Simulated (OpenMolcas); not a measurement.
Ta4+: effect of the metal basis

Ta4+ with its 6 nearest fluoride ions at 1.925 Å, on the Ge site of Cs2GeF6 (a = 9.021 Å, distance in the model lattice 1.804 Å). The rest of the host is ab initio model potentials to 7.6 Å and point charges beyond; the distance is set by hand and nothing relaxes.

```
Program             : OpenMolcas
Method              : CASSCF
Spin-orbit coupling : state interaction with AMFI integrals over the reference wave functions
```

Fixed: ligand basis ANO-RCC-VDZP, active space 1 electron in 5 orbitals (5d), DKH2 Hamiltonian.

States (labels of O, the rotations of Oh). Energies in cm-1 above the lowest state or level, χT in cm3 K/mol; under a threefold ground state the first gap can be a small split of the lowest multiplet, not the spin-orbit step; 10Dq is the gap between the two states.

```tsv
Run	Metal basis	Ground state	First state of that spin	10Dq	First gap with spin-orbit (degeneracies)	χT at 300 K	Cost
A	ANO-RCC-VDZP	2T2	2E 44025	44025	3859 (4, 2)	0.041	roughly 12 core-seconds
B	ANO-RCC-VTZP	2T2	2E 43440	43440	3694 (4, 2)	0.042	roughly 27 core-seconds
```

Against A, |10Dq| changes by -1.3 % in B.

Costs are those of the RASSCF and RASSI steps.

An orbital triplet at a regular site is open to Jahn-Teller coupling, which can distort the site and quench the lowest spin-orbit gaps and is left out. With metal d orbitals alone the field can be off either way by tens of per cent. Ligand-to-metal charge-transfer states are missing. The least metal-like active orbital is 74 % on the metal (Löwdin) and no ligand orbital is active, so the numbers are rough (holds for A). The least metal-like active orbital is 75 % on the metal (Löwdin) and no ligand orbital is active, so the numbers are rough (holds for B). No measured value stands beside these numbers; the geometry was set by hand and not optimised.
